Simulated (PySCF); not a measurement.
Coordinates in bohr (charge 0 multiplicity 3):
```
Pd    0.0479   -0.0632   -0.2319
O     3.3416   -0.2799   -0.8250
O    -0.0581    0.6823    3.2802
O    -3.4161   -0.0627   -1.0651
H    -0.3595   -0.9238    4.1117
H    -4.2246    1.5706   -0.9039
```

All numbers come from PySCF, UPBE0, basis Pd def2-SVP with ECP28, O def2-SVP, H def2-SVP (scalar-relativistic core potentials, no spin–orbit coupling, density fitting).

This geometry of PdO(OH)2 is a stationary point at this level.

Problem. What is the point group?

Solution. C1.

Problem. Is it a minimum?

Solution. Yes: all harmonic wavenumbers are real.

Problem. List the harmonic modes with their infrared intensities.

Solution. 
```
symmetry  ω (cm⁻¹)  IR (km/mol)
       a       144          6.4
       a       176         17.0
       a       194         11.4
       a       250         90.3
       a       381          101
       a       587         54.1
       a       647         48.6
       a       688         14.0
       a       785          141
       a       970         68.6
       a      3811          109
       a      3840          140
```

Problem. Give the ideal-gas entropy at 298.15 K and 1 bar by parts.

Solution. translation 171.8, rotation 106.9, vibration 48.4, spin 9.1; total 336.2 J/(mol K).

Problem. What is the atomisation energy, with and without zero-point energy?

Solution. 1530 kJ/mol without, 1456 kJ/mol with.

This need not be the most stable arrangement of these atoms. Other spin states or occupations of the open shell can lie lower.
